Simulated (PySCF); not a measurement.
Ge(H)2(Me)(NH2) (CH₇GeN), SMILES [GeH2]([NH2])[CH3]. The structure is a stationary point at PBE-D3(BJ)/def2-SVP. The structure was generated by enumeration, and PubChem lists no compound with its InChIKey, so it may never have been made. One conformer was computed; it need not be the lowest.

Computed equilibrium geometry at PBE-D3(BJ)/def2-SVP (PySCF confirms it by a frequency run) as Cartesian coordinates in Å, and its point group (one conformer of several):
point group Cs.
```xyz
10

Ge     0.3533     0.0372     0.0000
C     -0.6629    -1.6571     0.0000
N     -0.6679     1.5961     0.0000
H      1.2379     0.1120    -1.2752
H      1.2379     0.1120     1.2752
H     -1.3059    -1.7266     0.8997
H     -1.3059    -1.7266    -0.8997
H      0.0342    -2.5194     0.0000
H     -1.2762     1.6650     0.8254
H     -1.2762     1.6650    -0.8254
```
Charge 0, spin multiplicity 1.
